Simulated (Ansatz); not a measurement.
Ansatz results at the PBE0-D4/def2-TZVP geometry: HOMO energy (B3LYP/def2-TZVPP) -7.70 eV; HOMO–LUMO gap (ωB97M-V/def2-TZVPP) 12.37 eV; HOMO energy (PBE0/def2-TZVPP) -7.89 eV.

Each molecule was computed in one conformer, which needn't be the lowest.

**Question.** Which molecule gave them?
A. `C[SiH](F)[GeH3]`
B. `C[Se][SiH2]F`
C. `N[SiH]([SiH3])Cl`
D. `CC[Si](F)(CC)CC`

**Answer.** D. The others give `N[SiH]([SiH3])Cl`: -7.67, 11.47, -7.90; `C[SiH](F)[GeH3]`: -7.82, 11.78, -8.01; `C[Se][SiH2]F`: -6.58, 10.10, -6.81.

B3LYP here is the variant with VWN-RPA as its local correlation; programs differ in this.
